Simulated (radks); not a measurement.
All-electron atom: Au35+ in [Kr] 4d8.

All-electron calculation, scalar-relativistic Kohn-Sham, BLYP, spin-unpolarised, spherical densities, point nucleus. Program: a radial shooting solver on a logarithmic mesh with Libxc functionals.

Energy parts (hartree):
total: -18331.0320
kinetic: 20599.7718
electron-nucleus: -43205.5612
Hartree: 4580.5489
exchange-correlation: -305.7915

Orbitals (lengths in bohr, moments of r in powers of bohr):
| orbital | occ. | eigenvalue (hartree) | <r> | <1/r> | <r^4> |
|---|---|---|---|---|---|
| 1s | 2 | -3021.280 | 0.01686 | 95.83 | 4.241e-07 |
| 2s | 2 | -576.2143 | 0.07112 | 22.46 | 0.00006221 |
| 2p | 6 | -505.1394 | 0.06425 | 19.97 | 0.00005054 |
| 3s | 2 | -175.5297 | 0.1828 | 8.377 | 0.002183 |
| 3p | 6 | -154.8768 | 0.1837 | 7.648 | 0.002376 |
| 3d | 10 | -133.0829 | 0.1662 | 7.191 | 0.001799 |
| 4s | 2 | -73.59416 | 0.3794 | 3.885 | 0.03661 |
| 4p | 6 | -66.19783 | 0.3947 | 3.585 | 0.04397 |
| 4d | 8 | -57.74108 | 0.3971 | 3.336 | 0.04784 |
| 5s | 0 | -39.92629 | 0.6796 | 2.126 | 0.3560 |
| 5p | 0 | -36.79069 | 0.7130 | 1.983 | 0.4360 |

The highest occupied level is 4d at -1571.2 eV. For comparison, the ionisation energy in NIST's Atomic Spectra Database is 1584 eV (theoretical). In exact Kohn-Sham theory the highest level is minus the ionisation energy, but local and semilocal functionals leave it too shallow, through self-interaction and a potential that decays too fast; potentials with the right tail come closer. Summed over all electrons, <r^2> = 3.499 bohr^2, which gives a Langevin (diamagnetic) susceptibility term of -2.77 x 10^-6 cm^3/mol. The density falls to 0.001 e/bohr^3 at r = 1.09 bohr.

Beside tabulated values, note that spin-unpolarised runs miss the spin-polarisation part of the exchange energy of open shells.
